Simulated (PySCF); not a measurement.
GeF⁺, MP2: how much the basis matters

PySCF, RHF reference; singlet, unpaired electrons none; De to Ge⁺ + F without counterpoise correction. Frozen cores follow the default of each basis and core potential.

| basis | relativity | functions | Re (Å) | ωe (cm⁻¹) | De (eV) | frozen orbitals |
| --- | --- | --- | --- | --- | --- | --- |
| cc-pVDZ-PP/cc-pVDZ | scalar-relativistic core potentials | 37 | 1.708 | 804 | 5.38 | 5 |
| jorge-DZP-DKH | spin-free X2C | 58 | 1.677 | 800 | 5.32 | 10 |
| def2-TZVPPD | no relativity | 94 | 1.676 | 814 | 6.03 | 10 |

Task: How does each smaller set differ from the one with most functions, def2-TZVPPD?

Result: cc-pVDZ-PP/cc-pVDZ: +3.2 pm, -1.2 % in ωe, -0.65 eV in De; jorge-DZP-DKH: +0.1 pm, -1.7 % in ωe, -0.71 eV in De. All at MP2; the set with most functions is neither the basis-set limit nor always the best. The rows treat relativity differently, so the differences are not basis effects alone.

Correlated steps freeze the inner cores (5 to 10 orbitals); shallow outer-core shells are correlated. Correlated levels converge slowly with the basis: in double zeta they bind strong bonds too weakly, by up to about 1 eV, and carry superposition errors of some tenths. For an ion De counts to the pair picked by the measured ionisation energies or electron affinities, which need not be the lowest pair at this level. Where the molecule has an RHF reference, its open-shell atoms are computed with UHF.
